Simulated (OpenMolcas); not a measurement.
Cr2+: moving the ligands

Cr2+ with 3 ligands (fluoride) in trigonal planar coordination (D3h) at 1.92 Å. A charge of +0.333 e stands 3.2 Å behind each ligand. Ligand basis ANO-RCC-VDZP.
```
Cr    0.0000    0.0000    0.0000
F     1.9200    0.0000    0.0000
F    -0.9600    1.6628    0.0000
F    -0.9600   -1.6628    0.0000
```

```yaml
Program: OpenMolcas
Method: CASSCF
Basis: ANO-RCC-VTZP [6s5p3d2f1g]
Scalar_Hamiltonian: DKH2, point nucleus
Active_space: 4 electrons in 5 orbitals (3d)
State_averaging: 2S+1 = 5 even, 5 roots; 2S+1 = 3 even, 45 roots; 2S+1 = 1 even, 50 roots
Spin-orbit_coupling: RASSI with atomic mean-field integrals over the reference wave functions
```

Runs around this geometry, states (labels of D3, the rotations of D3h). Energies in cm-1 above the lowest state or level, χT in cm3 K/mol.

```json
{"R (Å)": "1.8", "Ground state": "5E", "First state of that spin": "5E 11820", "First gap with spin-orbit (degeneracies)": "114.0 (2, 2)", "χT at 300 K": "2.492", "First state of another spin": "3A2 19064"}
{"R (Å)": "1.92", "Ground state": "5E", "First state of that spin": "5E 9232", "First gap with spin-orbit (degeneracies)": "118.3 (2, 2)", "χT at 300 K": "2.456", "First state of another spin": "3A2 19990"}
{"R (Å)": "2.02", "Ground state": "5E", "First state of that spin": "5E 7624", "First gap with spin-orbit (degeneracies)": "120.5 (2, 2)", "χT at 300 K": "2.435", "First state of another spin": "3A2 20325"}
```

Taking the first state of the same spin as R^-n, n = -ln(7624 / 11820) / ln(2.02 / 1.8) = 3.8 between the shortest and longest distance.

An orbital doublet at a regular site is open to a Jahn-Teller distortion, which this geometry leaves out. Without dynamic correlation the repulsion within the d shell is too large (B by tens of per cent), so at a given field states of lower spin stand too high. Ligand-to-metal charge-transfer states are missing. With no ligand orbital active B as a rule stays too high, so bands that hang on it stand too high and its fall with covalency is understated. With metal d orbitals alone and no dynamic correlation the field as a rule comes out too small, by tens of per cent, by up to half for chloride and softer ligands. No measured value stands beside these numbers; the geometry was imposed, not optimised, and the real ion may take another.
